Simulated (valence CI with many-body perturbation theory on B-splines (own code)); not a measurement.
# Forbidden lines of Au VI

Level of theory: valence CI with perturbative core correlation (CI+MBPT): six valence electrons over a frozen Dirac-Fock core [Xe] 4f14, radial functions for each j: 7 s, 7 p, 8 d, 6 f, 4 g, 1 h, with the one-electron correlation potential Σ1, the two-electron term Σ2, the three-electron term Σ3, Breit, model QED; selected CI, second order for the rest, scaled by the run's own slope (own B-spline code, finite nucleus).

No measured spectrum was set against this ion. As an estimate, terms of the open shell hold to 2 to 4 % of their energy, and close levels can change places; different configurations can be misplaced against each other by 1,000 to 8,000 cm⁻¹. Among the levels kept, up to 870 cm⁻¹ of a level comes from second order outside the variational space, and about a tenth of that is noise between levels of different J, which matters for small intervals. Only levels of the ground parity were solved; by the run's estimate the other parity begins above the list, which can be wrong where configurations are misplaced.

Lines 51 to 100 of 119 in falling wavelength, among levels below 7.978 eV, chosen from the decays that carry over 1 % of a level's rate. Wavelengths and rates use the calculated energies, so an error of 2000 cm⁻¹ moves a line at 5234 Å by 10 % and its rate by three times that or more. Electric multipoles are in the length gauge, E1 and E2 with the static RPA response of the core. S is in atomic units (e²a₀⁴ for E2 and M2, e²a₀⁶ for E3), for M1 in squared Bohr magnetons. Weak lines are less certain than strong ones. Lines between different terms over intervals too small for the method are left out, as are lines whose strength nearly cancels. The highest levels of a list are the least certain.

Names give the largest LS component (configuration and term), which can be under half, so a name can repeat, a term be missing and a line seem to break the LS rules; names also repeat where a configuration has a term twice. Letters in brackets count levels of one name in rising energy.

```csv
λ vac (Å),Upper,Lower,Type,A (s⁻¹),S (a.u.)
5234,5d⁶ ³P_1 [b],5d⁶ ³D_2,M1,6.49e+00,1.03e-01
5146,5d⁶ ³G_4,5d⁶ ³H_4 [a],M1,1.65e+01,7.51e-01
5045,5d⁶ ⁵D_2 [b],5d⁶ ⁵D_2 [a],M1,1.75e+01,4.16e-01
5025,5d⁶ ¹I_6,5d⁶ ³H_6,M1,3.87e+01,2.37e+00
4924,5d⁶ ³F_2 [a],5d⁶ ⁵D_3,M1,5.51e+01,1.22e+00
4896,5d⁶ ¹I_6,5d⁶ ³G_5,M1,1.77e+01,9.99e-01
4815,5d⁶ ³H_5,5d⁶ ³H_4 [a],M1,1.11e+00,5.05e-02
4809,5d⁶ ³P_1 [b],5d⁶ ³D_1,M1,7.20e+00,8.90e-02
4669,5d⁶ ³P_1 [b],5d⁶ ¹S_0,M1,4.57e+01,5.18e-01
4660,5d⁶ ³F_3,5d⁶ ⁵D_2 [a],M1,5.99e+00,1.57e-01
4610,5d⁶ ³D_3,5d⁶ ³H_4 [a],M1,2.14e+01,5.44e-01
4581,5d⁶ ³F_4,5d⁶ ³D_3,M1,1.37e+01,4.38e-01
4574,5d⁶ ³P_1 [a],5d⁶ ⁵D_2 [b],M1,4.61e+01,4.91e-01
4457,5d⁶ ¹S_0,5d⁶ ⁵D_1,M1,2.03e+02,6.67e-01
4400,5d⁶ ³F_2 [a],5d⁶ ⁵D_2 [a],M1,2.43e+01,3.84e-01
4395,5d⁶ ³F_4,5d⁶ ³H_5,M1,4.37e+01,1.24e+00
4356,5d⁶ ¹G_4,5d⁶ ³F_3,M1,1.98e+01,5.46e-01
4347,5d⁶ ¹D_2,5d⁶ ³F_2 [a],M1,6.16e+01,9.39e-01
4337,5d⁶ ³D_1,5d⁶ ⁵D_1,M1,2.28e+01,2.07e-01
4305,5d⁶ ³D_1,5d⁶ ⁵D_0,M1,3.43e+01,3.05e-01
4191,5d⁶ ³G_5,5d⁶ ⁵D_4,M1,7.50e+00,2.25e-01
4157,5d⁶ ³F_2 [b],5d⁶ ³D_2,M1,4.56e+01,6.07e-01
4121,5d⁶ ³G_3,5d⁶ ³H_4 [a],M1,7.24e+00,1.32e-01
4120,5d⁶ ¹D_2,5d⁶ ³F_3,M1,3.24e+01,4.20e-01
4101,5d⁶ ³H_6,5d⁶ ⁵D_4,E2,6.30e-05,8.48e-04
4041,5d⁶ ³D_2,5d⁶ ⁵D_1,M1,1.93e+00,2.36e-02
3885,5d⁶ ³F_2 [b],5d⁶ ³D_1,M1,3.23e+01,3.51e-01
3843,5d⁶ ³H_4 [b],5d⁶ ⁵D_3,M1,2.74e+00,5.19e-02
3762,5d⁶ ³F_4,5d⁶ ³H_4 [b],M1,6.69e+01,1.19e+00
3658,5d⁶ ³P_1 [b],5d⁶ ³F_2 [a],M1,3.00e+01,1.63e-01
3631,5d⁶ ¹G_4,5d⁶ ³G_5,M1,4.83e+01,7.71e-01
3629,5d⁶ ¹F_3,5d⁶ ³H_4 [a],M1,2.45e+01,3.04e-01
3515,5d⁶ ³F_3,5d⁶ ⁵D_4,M1,3.38e+01,3.81e-01
3507,5d⁶ ³G_4,5d⁶ ⁵D_3,M1,4.70e+00,6.76e-02
3504,5d⁶ ³D_2,5d⁶ ⁵D_3,M1,9.30e+00,7.42e-02
3416,5d⁶ ³D_1,5d⁶ ⁵D_2 [a],M1,3.20e+00,1.42e-02
3376,5d⁶ ³P_0,5d⁶ ⁵D_1,M1,3.71e+01,5.29e-02
3307,5d⁶ ³P_1 [b],5d⁶ ⁵D_2 [b],M1,2.23e+02,8.98e-01
3249,5d⁶ ³D_3,5d⁶ ⁵D_3,M1,4.34e+01,3.86e-01
3230,5d⁶ ³D_2,5d⁶ ⁵D_2 [a],M1,2.67e+01,1.67e-01
3039,5d⁶ ¹G_4,5d⁶ ³H_4 [a],M1,1.97e+00,1.84e-02
3012,5d⁶ ³D_3,5d⁶ ⁵D_2 [a],M1,1.39e+00,9.85e-03
2999,5d⁶ ³G_3,5d⁶ ⁵D_3,M1,1.06e+01,7.43e-02
2980,5d⁶ ³F_2 [b],5d⁶ ³F_3,M1,2.20e+01,1.08e-01
2842,5d⁶ ³F_2 [b],5d⁶ ⁵D_2 [b],M1,2.94e+01,1.25e-01
2822,5d⁶ ³H_4 [b],5d⁶ ⁵D_4,M1,1.86e+01,1.40e-01
2819,5d⁶ ³P_1 [a],5d⁶ ⁵D_1,M1,2.51e+01,6.26e-02
2806,5d⁶ ³P_1 [a],5d⁶ ⁵D_0,M1,1.63e+00,4.00e-03
2796,5d⁶ ³G_3,5d⁶ ⁵D_2 [a],M1,3.20e+00,1.81e-02
2790,5d⁶ ³P_0,5d⁶ ⁵D_2 [a],E2,5.86e+00,8.86e-01
```
